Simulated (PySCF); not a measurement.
Worked example: entropy of an ideal gas

BFH, SMILES [BH]F, multiplicity 2.

Coordinates come from a PBE0-D3(BJ)/def2-TZVPD optimisation. The isomer is the one that the SMILES or the coordinates give; other isomers of the formula were not compared.

PBE0-D3(BJ)/def2-TZVPD run with PySCF gives the harmonic wavenumbers 995, 1345, 2534 cm⁻¹ and the rotational temperatures 27.6828, 1.7472, 1.6435 K. The molar mass is 30.82 g/mol, the symmetry number 1, the spin multiplicity 2.

Q: Work out the entropy at 298.15 K and 1 atm in the rigid-rotor, harmonic-oscillator model.

A: 
Translation (Sackur–Tetrode at 1 atm): S = R[1.5 ln M + 2.5 ln T − 1.16487] = 151.5 J/(mol K).
Rotation: q = (√π/σ) T^1.5/√(θA θB θC) = 1020, S = R[ln q + 3/2] = 70.1 J/(mol K).
Vibration: with u = 1.4388 ν/T, each mode gives R[u/(e^u − 1) − ln(1 − e^−u)]:
```json
[
 {"ν (cm⁻¹)": "995", "modes": "1", "u": "4.80", "S (J/(mol K))": "0.40"},
 {"ν (cm⁻¹)": "1345", "modes": "1", "u": "6.49", "S (J/(mol K))": "0.09"}
]
```
The stiffer modes add less than 0.005 each. Sum 0.5 J/(mol K).
Spin: R ln 2 = 5.8 J/(mol K).
Total 227.9 J/(mol K); the program's own thermochemistry gives 227.9. Translation makes up 66 % and vibration 0 %. Anharmonicity, hindered rotation and orbital degeneracy are left out.
